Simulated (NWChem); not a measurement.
# C$_{2}$H$_{5}$NOSi; SMILES C(/[SiH3])=N\C=O

```xyz
10

O      0.1470     2.9028     0.4732
C     -0.3486     1.8854     0.0974
N      0.2312     0.6076     0.3095
C     -0.4389    -0.3709    -0.1633
Si     0.1680    -2.1603     0.0163
H     -1.3267     1.8586    -0.4617
H     -1.4030    -0.1788    -0.6952
H     -0.8846    -2.9335     0.7421
H      1.4582    -2.1852     0.7540
H      0.3181    -2.7357    -1.3545
```
Atoms are numbered in this order, from 1.

STO-3G and 3-21G are far too small for this property and stand as cheap habits. Structure relaxed at the PBE0/def2-SVP level.

Problem. Give the principal values of the shielding tensors (ppm) of O1, C2, N3, C4, Si5 from Hartree-Fock/STO-3G, GIAO (NWChem), with their diamagnetic and paramagnetic parts as GIAO splits them.

Solution. 
```tsv
atom	σ11	σ22	σ33	isotropic	diamagnetic	paramagnetic
O1	-882.1	-313.3	467.7	-242.6	384.9	-627.5
C2	-16.2	152.2	184.8	106.9	256.9	-150.0
N3	-314.5	-6.8	336.4	5.0	315.6	-310.5
C4	-27.7	75.0	204.0	83.8	255.2	-171.4
Si5	619.7	625.7	659.9	635.1	867.9	-232.8
```
